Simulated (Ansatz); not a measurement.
C3H8OSi can be A, `O[SiH]1CCC1`, or B, `C[SiH]1CCO1`.

Computed with Ansatz on PBE0-D4/def2-TZVP structures; ΔE is electronic, products minus reactants. CCSD(T)/CBS adds triple-zeta CCSD(T) − MP2 to the extrapolated MP2 energy (def2 sets, frozen cores). Functionals use def2-TZVPP. B3LYP here is the variant with VWN-RPA as its local correlation; programs differ in this. Each species was taken in one conformer, which may not be the lowest.

A:

```xyz
13

O    -2.2387   -0.8016   -0.6277
Si   -0.7403   -0.7023    0.0496
C    -0.1990    0.8765    0.8951
C     1.1742    0.6292    0.2079
C     0.7358   -0.2413   -1.0040
H    -2.7620   -1.5796   -0.4355
H    -0.5075   -1.9219    0.8812
H    -0.1910    0.9900    1.9782
H    -0.6967    1.7446    0.4534
H     1.8242    0.0498    0.8689
H     1.7141    1.5396   -0.0622
H     0.4330    0.3940   -1.8413
H     1.4539   -0.9771   -1.3635
```

B:

```xyz
13

C    -0.3817    1.8512    0.7945
Si   -0.7322    0.1523    0.1321
C     0.3990   -0.6046   -1.1584
C     0.6842   -1.6171   -0.0258
O    -0.1199   -1.0959    1.0587
H    -0.9015    2.0039    1.7444
H    -0.7366    2.6150    0.0963
H     0.6872    2.0007    0.9609
H    -2.1980    0.0312   -0.1163
H     1.2677   -0.0173   -1.4550
H    -0.0613   -1.0390   -2.0445
H     0.3599   -2.6330   -0.2670
H     1.7333   -1.6475    0.2802
```

(1) Which isomer does CCSD(T)/CBS put lower? Give the gap. (Estimate.)

(2) Give E(B) − E(A) in kJ/mol with B3LYP-D4, PBE0-D4, CCSD/def2-TZVPP, B2PLYP, r2SCAN-D4, PBE-D4, ωB97M-V. (Best estimate.)

Largest T1 diagnostic: 0.011.

Results:

(1) Ansatz gave: A, by 30.8 kJ/mol.

(2) Ansatz gave: B3LYP-D4 22.8, PBE0-D4 28.3, CCSD/def2-TZVPP 27.7, B2PLYP 25.2, r2SCAN-D4 25.5, PBE-D4 26.2, ωB97M-V 27.2. None reverses the order clearly.

In def2-TZVPP, CCSD(T) changes the Hartree–Fock value by +9.1 kJ/mol (the triples alone add +0.4 kJ/mol) and MP2 by +15.1 kJ/mol.
